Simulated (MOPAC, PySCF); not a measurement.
CH$_{3}$BO$_{2}$, SMILES `BC(=O)O` (H–B–C–O torsion 87°, O–C–O–H torsion 0°), neutral singlet in the gas phase. 

Cartesian coordinates (Å):
```xyz
7

B     -1.1290    -0.1533     0.0971
C      0.3781     0.2024    -0.1083
O      0.5906     1.2682    -0.6474
O      1.3511    -0.6300     0.2924
H     -1.7149    -0.6988    -0.7784
H     -1.6820     0.2306     1.0739
H      2.2060    -0.2191     0.0707
```
Charge 0, multiplicity 1.

All levels are single points at this geometry (B3LYP-D3(BJ)/def2-TZVP); Pople sets use spherical d functions. Orbital energies aren't observables, and empty levels follow the basis.

AM1 in MOPAC gives dipole (D) = 1.54.

Problem. Estimate the dipole (D) from each of these levels: PBE-D3(BJ)/def2-TZVP in PySCF; TPSSh-D3(BJ)/def2-TZVP in PySCF; B3LYP/3-21G in PySCF; B3LYP/6-311+G** in PySCF; B3LYP/6-31G* in PySCF; BP86/6-31G* in PySCF; PBE/6-31G* in PySCF; SVWN5/6-31G* in PySCF; HF/6-31G* in PySCF; HF/STO-3G in PySCF; PM6 in MOPAC; PM7 in MOPAC.

Solution. 
```tsv
level	dipole (D)
PBE-D3(BJ)/def2-TZVP in PySCF	1.41
TPSSh-D3(BJ)/def2-TZVP in PySCF	1.45
B3LYP/3-21G in PySCF	1.21
B3LYP/6-311+G** in PySCF	1.44
B3LYP/6-31G* in PySCF	1.35
BP86/6-31G* in PySCF	1.35
PBE/6-31G* in PySCF	1.34
SVWN5/6-31G* in PySCF	1.36
HF/6-31G* in PySCF	1.65
HF/STO-3G in PySCF	0.78
PM6 in MOPAC	1.71
PM7 in MOPAC	1.70
```
